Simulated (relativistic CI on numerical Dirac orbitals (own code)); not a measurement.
# Forbidden transitions in Bi82+

Method of calculation: Dirac equation for one electron, model QED (radiative potential, 1s self-energy scaled to tabulated hydrogen-like ionisation energies) (own radial code, finite nucleus).

Configuration list: 1s, 2s, 2p, 3s, 3p, 3d, 4s, 4p, 4d, 4f, 5s, 5p, 5d, 5f, 5g, 6s, 6p, 6d. Levels of other configurations are missing.

| λ vac (Å) | Lower | Upper | Type | A (s⁻¹) | log gf |
| --- | --- | --- | --- | --- | --- |
| 0.1222 | 1s 2S_1/2 [1] | 6d 2D_5/2 [30] | E2 | 2.71e+13 | -3.44 |
| 0.1222 | 1s 2S_1/2 [1] | 6d 2D_3/2 [28] | E2 | 3.22e+13 | -3.54 |
| 0.1223 | 1s 2S_1/2 [1] | 6s 2S_1/2 [27] | M1 | 3.64e+12 | -4.79 |
| 0.1236 | 1s 2S_1/2 [1] | 5d 2D_5/2 [22] | E2 | 4.46e+13 | -3.21 |
| 0.1236 | 1s 2S_1/2 [1] | 5d 2D_3/2 [19] | E2 | 5.34e+13 | -3.31 |
| 0.1238 | 1s 2S_1/2 [1] | 5s 2S_1/2 [18] | M1 | 6.21e+12 | -4.54 |
| 0.1263 | 1s 2S_1/2 [1] | 4d 2D_5/2 [15] | E2 | 7.85e+13 | -2.95 |
| 0.1264 | 1s 2S_1/2 [1] | 4d 2D_3/2 [12] | E2 | 9.50e+13 | -3.04 |
| 0.1268 | 1s 2S_1/2 [1] | 4s 2S_1/2 [11] | M1 | 1.18e+13 | -4.25 |
| 0.1324 | 1s 2S_1/2 [1] | 3d 2D_5/2 [9] | E2 | 1.37e+14 | -2.66 |
| 0.1328 | 1s 2S_1/2 [1] | 3d 2D_3/2 [7] | E2 | 1.69e+14 | -2.75 |
| 0.1339 | 1s 2S_1/2 [1] | 3s 2S_1/2 [6] | M1 | 2.54e+13 | -3.86 |
| 0.1602 | 1s 2S_1/2 [1] | 2s 2S_1/2 [3] | M1 | 6.04e+13 | -3.33 |
| 0.5392 | 2p 2P°_1/2 [2] | 5f 2F°_5/2 [21] | E2 | 1.05e+13 | -2.56 |
| 0.5945 | 2p 2P°_1/2 [2] | 4f 2F°_5/2 [14] | E2 | 1.50e+13 | -2.32 |
| 0.6134 | 2p 2P°_3/2 [4] | 5f 2F°_7/2 [24] | E2 | 1.25e+13 | -2.25 |
| 0.6851 | 2p 2P°_3/2 [4] | 4f 2F°_7/2 [16] | E2 | 1.85e+13 | -1.98 |

Terms are leading LS components. Brackets give the number of a level in order of energy, since labels repeat. The list gives strong lines, with weight on those to low levels. Levels whose partners in the same complex of configurations lie outside the list can be far off, and so can their lines. Rates are taken at the computed energies, electric ones in the length gauge.
